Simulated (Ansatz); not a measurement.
Consider the cleavage of the B–B bond: `BBO[SiH](C)F` + `CC(N)F` → `BNC(C)F` + `BO[SiH](C)F`.

Gas-phase electronic energies from Ansatz, PBE0-D4/def2-TZVP geometries. CBS: MP2 limit from def2 TZ/QZ plus the TZ coupled-cluster correction, frozen cores. Functionals use def2-TZVPP. B3LYP here is the variant with VWN-RPA as its local correlation; programs differ in this. Each species was taken in one conformer, which may not be the lowest.

```
          level  ΔE (kJ/mol)
        ωB97M-V       -164.8
          B3LYP       -161.6
CCSD/def2-TZVPP       -162.9
 MP2/def2-QZVPP       -170.5
```

(1) What does CCSD(T)/CBS give? (An estimate is asked.)

Largest T1 diagnostic among the species: 0.012.

## Answers

(1) The calculation gave: -163.1 kJ/mol. The listed levels differ from it by -1.7, 1.5, 0.2, -7.4 kJ/mol.

In def2-TZVPP, CCSD(T) changes the Hartree–Fock value by −5.6 kJ/mol (the triples alone add −2.3 kJ/mol) and MP2 by −12.0 kJ/mol.
